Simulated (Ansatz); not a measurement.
Total energies of In₈Sb₇H₂₄⁻, a nanocrystal cut from zinc blende InSb (hydrogen-capped) from Ansatz at PBE-D4/def2-SVP, gas phase (1 Eh = 27.2114 eV = 2625.5 kJ/mol). The reference geometry is relaxed at PBE-D4/def2-SVP.

```tsv
atom	x (Å)	y (Å)	z (Å)
Sb1	2.477	-0.832	3.882
Sb2	-1.277	-2.221	2.595
Sb3	2.792	-2.346	-0.022
Sb4	0.429	1.591	0.592
Sb5	0.560	-0.428	-3.578
Sb6	-3.508	-0.295	-0.957
Sb7	-1.905	2.946	-3.097
In8	4.277	-2.576	2.505
In9	0.413	-2.472	4.988
In10	1.993	1.919	3.001
In11	-1.934	0.297	1.375
In12	2.057	0.172	-1.198
In13	-0.396	3.981	-0.810
In14	-0.642	1.631	-5.299
In15	-4.494	1.766	-2.806
H16	3.405	-0.562	5.316
H17	-2.755	-3.105	2.721
H18	-0.651	-3.188	1.316
H19	1.327	-3.245	0.063
H20	3.463	-3.304	-1.293
H21	-0.632	-1.568	-3.085
H22	1.492	-1.581	-4.463
H23	-4.736	-1.400	-0.454
H24	-2.604	-1.482	-1.816
H25	-2.362	4.416	-3.886
H26	4.129	-4.239	3.024
H27	5.793	-1.807	2.096
H28	0.877	-4.153	5.098
H29	-0.549	-1.638	6.187
H30	0.958	2.617	4.226
H31	3.564	2.536	2.545
H32	-2.968	1.161	2.493
H33	3.536	0.958	-1.705
H34	1.029	4.722	-1.500
H35	-1.577	4.808	0.179
H36	0.776	2.477	-5.874
H37	-1.784	0.810	-6.337
H38	-5.551	2.696	-1.769
H39	-5.018	0.934	-4.251
```

```tsv
state	geometry	energy (Eh)
charge -1 singlet	reference	-3217.44600
charge 0 doublet	reference	-3217.27584
charge 0 doublet	relaxed at PBE-D4/def2-SVP	-3217.28948
```

In the def2 sets In, Sb take a core potential; there is no spin–orbit coupling. Single mean-field runs in def2-SVP are fitted with def2-universal-jkfit.

Task: Work out the vertical ionisation energy to the doublet.

Result: E(charge 0 doublet) − E(charge -1 singlet) = -3217.27584 − (-3217.44600) = 0.17016 Eh = 4.63 eV. For comparison, −ε of the highest occupied level is 3.18 eV at this level, 1.45 eV less.

Task: How much does the charge 0 doublet relax, and what is the adiabatic ionisation energy?

Result: Relaxation: -3217.27584 − (-3217.28948) = 0.01364 Eh = 0.37 eV. Adiabatic ionisation energy: 0.15652 Eh = 4.26 eV, without zero-point energy. 

At PBE-D4/def2-SVP the gap within one spin of the charge 0 doublet nearly closes, so an electron or hole may be smeared out by delocalisation error.
